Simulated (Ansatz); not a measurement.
```yaml
crystal:
  periodic: [false, false, false]
  atoms:
    - {symbol: Mn, position_ang: [0.269959, -0.351505, -0.016656]}
    - {symbol: S, position_ang: [0.163086, -0.436804, 2.258514]}
    - {symbol: H, position_ang: [0.528462, 0.904120, 2.375651]}
    - {symbol: S, position_ang: [0.139847, -0.214332, -2.246008]}
    - {symbol: H, position_ang: [-1.148443, 0.104060, -2.278621]}
basis:
  gaussian: {orbitals: aug-cc-pVDZ, point_charges: [{charge: 1.00, position_ang: [3.613, -0.568, 0.252]}]}
magnetization: {spin_polarized: false, initial_magnetization: 5}
hamiltonian: {xc: {name: B3LYP}, dispersion: d3bjatm}
scf: {omitted_lower_state_checks: [starts]}
```

```sh
$ ansatz run in.yaml --threads 2 --pin off --events-out ev --progress --plain --max-ram 4352MiB
```

Output, abridged:

```
Functional definition: B3LYP
1342 factors; integrals over basis functions are off by at most 1.2e-3 eV
mean field evaluation 1: about -52977.5548 eV, gradient 1.5e2 eV
mean field evaluation 2: about -52977.5784 eV, gradient 1.5e2 eV
mean field evaluation 4: about -53016.2218 eV, gradient 7.1e1 eV
mean field evaluation 8: about -53028.5872 eV, gradient 2.1e0 eV
mean field evaluation 16: about -53028.6204 eV, gradient 4.4e-2 eV
mean field -53028.62039104 eV, -1948.7658552808 hartree, gradient 2.5e-5 eV, S^2 8.750000; 0 other end points of the search recorded, 0 dependent functions left out
reference -53028.62071724 eV, -1948.7658672683 hartree; 32, 27 occupied and 99, 104 virtual orbitals, 1342 factors
Total energy: -53028.84700457 eV, -1948.7741831743 hartree
Checks for a lower state left out: starts
```

Hardware: 2 threads of Intel Xeon 6975P-C on a shared host. Wall time 4.9 s.

B3LYP takes the VWN-RPA correlation.

With spin_polarized false and unpaired electrons the run is restricted open-shell.
